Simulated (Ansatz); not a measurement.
CH$_{5}$FMoN$_{2}$, SMILES `[CH3][Mo](=[NH])(=[NH])[F]`, relaxed with RKS PBE-D4/def2-SVP in the Gaussian-basis code of Ansatz from a rough embedded geometry. The force threshold is 0.03 eV/Å; the program also tests the step.

Total charge 0; spin multiplicity 1. Mo takes the def2 core potential.

Start:

```xyz
10

C    -0.178    0.649   -1.529
Mo   -0.004   -0.582    0.267
N     1.719   -0.303    0.979
N    -1.335   -0.054    1.609
F    -0.253   -2.493   -0.161
H     0.543    0.297   -2.311
H    -0.080    1.690   -1.306
H    -1.241    0.452   -1.967
H     1.856    0.037    1.964
H    -1.026    0.307    2.454
```

Task: By how much does the energy fall, and how many steps does the optimiser take? (Best estimate.)

Result: Computed: 1.86 eV, in 8 steps, 1 of them rejected.

Task: Which bonds change most? (Estimate.)

Result: Computed: Mo2–N4 from 1.964 to 1.739 Å; Mo2–N3 from 1.885 to 1.739 Å; Mo2–F5 from 1.974 to 1.881 Å; C1–Mo2 from 2.185 to 2.112 Å.

Task: Give the relaxed structure. (Estimate.)

Result: Computed: 
```xyz
10

C    -0.192    0.601   -1.376
Mo   -0.002   -0.648    0.317
N     1.593   -0.283    0.905
N    -1.208   -0.031    1.406
F    -0.241   -2.467   -0.098
H     0.577    0.295   -2.116
H    -0.055    1.674   -1.142
H    -1.210    0.453   -1.797
H     2.271    0.029    1.610
H    -1.533    0.377    2.290
```
